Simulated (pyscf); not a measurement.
HO–Zr(F)(F)–Cl, singlet

Gas-phase minimum from PySCF at ωB97X-D3(BJ)/def2-SVP, one conformer. 

SMILES: [OH][Zr]([F])([F])[Cl]
```xyz
6

O      0.0996     1.0547    -0.0278
Zr    -1.2497    -0.2728     0.0307
F     -0.7019    -1.7605    -1.0184
F     -2.8475     0.4364    -0.7161
Cl    -1.6312    -0.9544     2.2538
H      0.7828     1.7253    -0.0621
```

Bond lengths (Å): O1–Zr2 1.894, O1–H6 0.958, Zr2–F3 1.901, Zr2–F4 1.901, Zr2–Cl5 2.356. Angles (°): Zr2–O1–H6 179.7, O1–Zr2–F3 109.0, O1–Zr2–F4 109.0, O1–Zr2–Cl5 110.3, F3–Zr2–F4 108.5, F3–Zr2–Cl5 109.9, F4–Zr2–Cl5 110.0.

Properties at ωB97X-D3(BJ)/def2-SVP:

```json
{
 "harmonic_wavenumbers_unscaled": "123, 130, 162, 172, 172, 323, 345, 418, 692, 701, 777, 4017 cm⁻¹",
 "zero_point_energy": "11.5 kcal/mol",
 "rotational_symmetry_number": "1",
 "Entropy of this conformer at 298 K and 1 atm, rigid rotor and harmonic oscillator, modes under 100 cm⁻¹ raised to 100": "364.7 J/(mol K)",
 "dipole_moment": "3.00 D"
}
```

Single-point totals, which compare only within one level:

```
level                   total energy (hartree)
----------------------  ----------------------
ωB97X-D3(BJ)/def2-TZVP              -783.28427
PBE/def2-TZVP                       -782.79591
r²SCAN/def2-TZVP                    -783.11473
B3LYP-D3(BJ)/def2-TZVP              -783.27403
PBE0-D3(BJ)/def2-TZVP               -782.79969
M06-2X/def2-TZVP                    -783.01585
ωB97M-D3(BJ)/def2-TZVP              -783.28862
```

Soft torsions are taken as harmonic, which can shift the entropy by several J/(mol K). Elements past Kr carry the def2 core potentials, without spin-orbit coupling.
